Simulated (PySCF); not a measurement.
## Basis-set dependence of SnN⁺ at HF

PySCF, ROHF reference; triplet, unpaired electrons π ↑↑; De to Sn⁺ + N without counterpoise correction.

```json
{"basis": "cc-pVDZ-PP/cc-pVDZ", "relativity": "scalar-relativistic core potentials", "functions": "37", "Re (Å)": "2.116", "ωe (cm⁻¹)": "572", "De (eV)": "-0.34", "μ (D)": "-2.31"}
{"basis": "def2-SVP", "relativity": "scalar-relativistic core potentials", "functions": "40", "Re (Å)": "2.117", "ωe (cm⁻¹)": "576", "De (eV)": "-0.33", "μ (D)": "-2.45"}
{"basis": "def2-TZVPPD", "relativity": "scalar-relativistic core potentials", "functions": "93", "Re (Å)": "2.081", "ωe (cm⁻¹)": "600", "De (eV)": "-0.08", "μ (D)": "-2.17"}
```

Problem. How does each smaller set differ from the one with most functions, def2-TZVPPD?

Solution. cc-pVDZ-PP/cc-pVDZ: +3.5 pm, -4.7 % in ωe, -0.26 eV in De; def2-SVP: +3.6 pm, -4.0 % in ωe, -0.25 eV in De. All at HF; the set with most functions is neither the basis-set limit nor always the best.

A positive dipole points towards N; it is taken about the centre of mass and depends on that origin. Spin–orbit coupling is left out, which matters for elements this heavy, above all for dissociation energies. For an ion De counts to the pair picked by the measured ionisation energies or electron affinities, which need not be the lowest pair at this level. Hartree–Fock leaves out correlation, which carries a large part of most bond energies and some tenths to 1 eV of ionisation energies. A negative De means that the minimum lies above the separated atoms at that level. The state is the lowest determinant that a PBE0 search found; another state may lie lower at other levels.
